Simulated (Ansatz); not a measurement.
Total energies of `[SiH3][SiH2][GeH2][GeH2][SiH2][GeH3]`.

Cartesian coordinates in Å:
```
Si 1.910 -0.661 1.821
Si 0.412 -2.273 1.029
Ge -0.333 -1.813 -1.188
Ge -2.104 -0.152 -1.194
Si -1.431 1.768 0.039
Ge 0.657 2.546 -0.795
H 1.250 0.667 1.929
H 3.064 -0.546 0.891
H 2.414 -1.047 3.167
H 1.089 -3.600 1.057
H -0.773 -2.344 1.930
H 0.846 -1.297 -2.035
H -0.849 -3.107 -1.845
H -3.372 -0.773 -0.579
H -2.426 0.246 -2.647
H -2.449 2.850 -0.065
H -1.295 1.392 1.472
H 0.463 3.166 -2.189
H 1.281 3.604 0.131
H 1.645 1.375 -0.930
```

Charge 0, multiplicity 1. Correlated methods include outer-core shells of Ge, which these sets cover unevenly. Scalar relativity is left out up to krypton. Geometry: relaxed with PBE0-D4/def2-TZVP. It is one conformer, not always the lowest. Basis def2-TZVPP, Ansatz.

RPA on PBE orbitals: Hartree–Fock energy of these orbitals -7100.95166 Eh, correlation -2.06396 Eh (frozen core).

| functional | kind | energy without D4 (Eh) | D4 term (kJ/mol) |
| --- | --- | --- | --- |
| B97M-V | meta-GGA with VV10 | -7106.57147 | – |
| B3LYP | global hybrid, 20 % | -7108.15838 | -103.9 |

Task: Give the same for LDA (SPW92), PBE, revPBE, BLYP, r2SCAN, PBE0, r2SCANh, r2SCAN0, HSE06 (plane-wave form), BHLYP, CAM-B3LYP, LC-ωPBE, ωB97X-V, ωB97M-V, B2PLYP, PBE-QIDH. (An estimate is asked.)

Result: Computed: 
```tsv
functional	kind	energy without D4 (Eh)	D4 term (kJ/mol)
LDA (SPW92)	LDA	-7094.86750	–
PBE	GGA	-7106.51808	-64.4
revPBE	GGA	-7107.27628	-146.0
BLYP	GGA	-7108.05561	-131.1
r2SCAN	meta-GGA	-7107.83700	-17.2
PBE0	global hybrid, 25 % exact exchange	-7106.78564	-57.2
r2SCANh	meta-GGA hybrid, 10 %	-7107.80996	-19.0
r2SCAN0	meta-GGA hybrid, 25 %	-7107.77243	-21.1
HSE06 (plane-wave form)	screened hybrid	-7106.76535	-54.8
BHLYP	global hybrid, 50 %	-7107.87397	-94.3
CAM-B3LYP	range-separated hybrid	-7108.30856	-60.7
LC-ωPBE	long-range corrected hybrid	-7106.86278	–
ωB97X-V	range-separated hybrid GGA with VV10	-7107.24604	–
ωB97M-V	range-separated hybrid meta-GGA with VV10	-7107.48419	–
B2PLYP	double hybrid	-7106.45373	–
PBE-QIDH	double hybrid	-7105.54956	–
```

B3LYP takes the VWN-RPA correlation (the form of Gaussian; ORCA's B3LYP/G). HSE06 is the plane-wave form, built on full-range PBE exchange. The double hybrids freeze the cores in their second-order part.

LC-ωPBE has ω = 0.4 bohr⁻¹.
